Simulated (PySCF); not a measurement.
## InP and its ions

PBE; In def2-TZVPPD with ECP28, P def2-TZVPPD; scalar-relativistic core potentials (PySCF 2.14). Neutral (UKS): triplet (π ↑↑), Re = 2.673 Å, ωe = 244 cm⁻¹, De = 2.12 eV, HOMO -4.47 eV, LUMO -3.93 eV.

InP⁺ (UKS): quartet (σ ↑, π ↑↑), Re = 2.878 Å, ωe = 127 cm⁻¹, De = 0.51 eV to In⁺ + P. The energies at the minima are -531.29845 hartree for InP and -531.03411 for InP⁺.

Work out the adiabatic ionisation energy, without and with harmonic zero-point energies (1 hartree = 27.2114 eV, 1 eV = 8065.5 cm⁻¹), and the change of the bond length.

At PBE: 0.26434 hartree = 7.193 eV between the minima; the zero-point term (127.0 − 244.0)/2 cm⁻¹ = -0.007 eV makes it 7.186 eV. Re changes by +20.5 pm against the neutral. The electron leaves a σ orbital, and the longer bond of the ion fits a bonding orbital, or a change in how ionic the bond is.

Spin–orbit coupling is left out, which matters for elements this heavy, above all for dissociation energies. For an ion De counts to the pair picked by the measured ionisation energies or electron affinities, which need not be the lowest pair at this level. States were picked by a PBE0 search and need not be the measured ground states.
